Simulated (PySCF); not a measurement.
Level of theory: PBE-D3(BJ)/def2-TZVP // CAM-B3LYP-D3(BJ)/def2-TZVP in PySCF. Isolated molecules, 0 K electronic values unless said otherwise. One relaxed conformer stands for a flexible species; it need not be the lowest. 

Reference species (SMILES): `[SH][Al]([CH3])[CH3]` (C–Al–S–H torsion 179°) (neutral, multiplicity 1).

```json
{
  "LUMO": "-1.20 eV",
  "HOMO–LUMO gap": "5.06 eV"
}
```

Changed species: `[SH][Al]([SH])[CH3]` (S–Al–S–H torsion -1°, S–Al–S–H torsion 0°) (2 of 3 CH3 replaced by SH; the reference has 1 of 3 CH3 replaced by SH).

**Question.** Predict the effect on the LUMO and HOMO–LUMO gap.

**Answer.** the LUMO falls by 0.08 eV, to -1.28 eV; the HOMO–LUMO gap is nearly the same.
